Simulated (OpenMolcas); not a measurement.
# neutral cobalt: effect of the IPEA shift

```yaml
Program: OpenMolcas
Basis: ANO-RCC-VTZP [6s5p3d2f1g]
Scalar_Hamiltonian: DKH2, point nucleus
Active_space: 9 electrons in 9 orbitals (RAS2 3d 4s; RAS3 4p, at most 2 electrons)
State_averaging: 2S+1 = 4 even, 20 roots; 2S+1 = 2 even, 40 roots kept (CI in the orbitals of an earlier block); 2S+1 = 4 odd, 39 roots; 2S+1 = 6 odd, 30 roots kept (CI in the orbitals of an earlier block); 2S+1 = 2 odd, 21 roots kept (CI in the orbitals of an earlier block)
Spin-orbit_coupling: state interaction with AMFI integrals over the reference wave functions, term energies averaged over their components
```

Methods on the same reference wave functions:
A. RASSCF
B. MS-RASPT2, IPEA 0 Eh, imaginary shift 0.1 Eh (closed shells correlated: 3s 3p)
C. MS-RASPT2, IPEA 0.25 Eh, imaginary shift 0.1 Eh (closed shells correlated: 3s 3p)

Energies in cm-1 above 3d7 4s2 4F 9/2, the measured ground level; measured values from NIST Handbook of Basic Atomic Spectroscopic Data.

| Level | A | B | C | Measured |
| --- | --- | --- | --- | --- |
| 3d7 4s2 4F 9/2 | 0.0 | 0.0 | 0.0 | 0.0 |
| 3d7 4s2 4F 7/2 | 771 | 774 | 773 | 816 |
| 3d7 4s2 4F 5/2 | 1340 | 1340 | 1340 | 1407 |
| 3d7 4s2 4F 3/2 | 1730 | 1726 | 1727 | 1809 |
| 3d7 4s 4p 6F* 11/2 | 15383 | 27670 | 28110 |  |
| 3d7 4s 4p 6F* 9/2 | 15712 | 27950 | 28420 |  |
| 3d7 4s 4p 6F* 7/2 | 16156 | 28410 | 28870 |  |
| 3d7 4s 4p 6F* 5/2 | 16551 | 28810 | 29270 |  |
| 3d7 4s 4p 6D* 9/2(1) | 16665 | 28770 | 29300 |  |
| 3d7 4s 4p 6F* 3/2 | 16856 | 29130 | 29570 |  |
| 3d7 4s 4p 6G* 13/2 | 16877 | 29700 | 29960 |  |
| 3d7 4s 4p 6F* 1/2 | 17049 | 29320 | 29770 |  |
| 3d7 4s 4p 6G* 11/2 | 17328 | 30130 | 30400 |  |
| 3d7 4s 4p 6D* 7/2(1) | 17359 | 29450 | 29980 |  |
| 3d7 4s2 2G 9/2 | 17592 | 15920 | 16450 |  |
| 3d7 4s2 4P 5/2 | 17714 | 14590 | 14900 | 13795 |
| 3d7 4s2 4P 3/2 | 17968 | 14770 | 15110 | 14036 |
| 3d7 4s2 4P 1/2 | 18325 | 15170 | 15500 | 14399 |
| 3d7 4s2 2G 7/2 | 18337 | 16660 | 17190 |  |
| 3d8 4s 4F 9/2 | 18555 | 8490 | 7730 | 3483 |
| 3d8 4s 4F 7/2 | 19251 | 9160 | 8400 | 4143 |
| 3d8 4s 4F 5/2 | 19827 | 9750 | 8980 | 4690 |
| 3d8 4s 4F 3/2 | 20241 | 10160 | 9400 | 5076 |
| 3d7 4s2 2P 3/2 [63 %] | 23141 | 18500 | 19210 |  |

Deviations, from unrounded energies. A percentage is the sum of absolute deviations over the sum of measured energies, with the sign that they share, or ± where signs differ.

```json
{"Against measurement": "mean absolute deviation (cm-1)", "Levels": "10", "A": "7200", "B": "2300", "C": "2100"}
{"Against measurement": "fine structure of the ground term (%)", "Levels": "3", "A": "-4.7", "B": "-4.7", "C": "-4.8"}
{"Against measurement": "other terms of the ground configuration (%)", "Levels": "3", "A": "+27.9", "B": "+5.4", "C": "+7.8"}
{"Against measurement": "other configurations (%)", "Levels": "4", "A": "+347.8", "B": "+116.0", "C": "+98.4"}
```

C lies closest to measurement on these levels and A furthest from it. The largest miss of C in the table is 3d8 4s 4F 3/2, by +4300 cm-1. The ranking rests on the paired levels alone, and a cruder setting can come out closer through cancelling errors.

Between B and C the level of the table that moves most is 3d8 4s 4F 9/2, by 770 cm-1 (lowest in C, highest in B). Moves below CASPT2's spread within the term are not significant.

The mean deviations of B to C differ by less than CASPT2's widest spread within a term (2600 cm-1), so their order carries little weight.

From A to B the spin-free energies of the other terms of 3d7 4s2 shown, above 4F, scale by factors of 0.79 to 0.90, as is usual when dynamic correlation screens the repulsion within a d or f shell.

The lowest spin-free term lies below A's lowest term by 0.606 hartree in B, 0.593 hartree in C.

CASPT2 breaks the degeneracy within a term, and the mean is taken; among the terms shown or strongly mixed into the levels shown the widest spread is 2600 cm-1 (3d7 4s2 4F, B). Over all roots computed the reference weight is 0.86 to 0.91 in B; the roots of lowest weight are the least certain, and an intruder state may touch them. Terms from blocks run as CI alone lack orbitals of their own. A single d shell beside an s shell can misplace configurations of different d count against each other. Without dynamic correlation excited terms often stand tens of per cent too high (terms of higher spin than the ground term too low), and those without a measured partner can miss by more than the paired ones (holds for A). Measured partners are found by configuration, term and J. A level has none where our copy of the source lacks it or the pairing is in doubt (some pairs that miss far off the trend of their configuration count as doubtful), and it then counts in no deviation. Levels of configurations outside the active space are missing. Levels that lie high or do not pair safely by name in every column are left out.

A share in square brackets marks a mixed level and gives the weight of the term that names it, the lowest over the columns. A number in round brackets counts repeated terms of one configuration in the order of the reference energies. * marks odd parity.
